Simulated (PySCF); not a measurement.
These are PBE-D3(BJ)/def2-TZVP // B3LYP-D3(BJ)/def2-SVP (PySCF) values and carry that method's errors. Isolated molecules, 0 K electronic values unless said otherwise. One relaxed conformer stands for a flexible species; it need not be the lowest. Excitations are Tamm–Dancoff values on a coarser integration grid. The basis has no diffuse functions, so Rydberg states are missing or too high.

Reference species: [Al(H)3(H2S)] (neutral, multiplicity 1).

- HOMO = -6.57 eV
- S1 oscillator strength = 0.000
- S1 excitation (TDA) = 4.93 eV
- LUMO = -1.65 eV

Changed species: [Al(H)3(CH3OH)] (adduct with CH3OH; the reference has adduct with H2S).

Question: What does the change do to the HOMO, S1 oscillator strength, S1 excitation (TDA) and LUMO?

Answer: the HOMO increases by 0.42 eV, to -6.15 eV; the S1 oscillator strength stays essentially unchanged; the S1 excitation (TDA) rises by 0.03 eV, to 4.96 eV; the LUMO rises by 0.41 eV, to -1.24 eV.
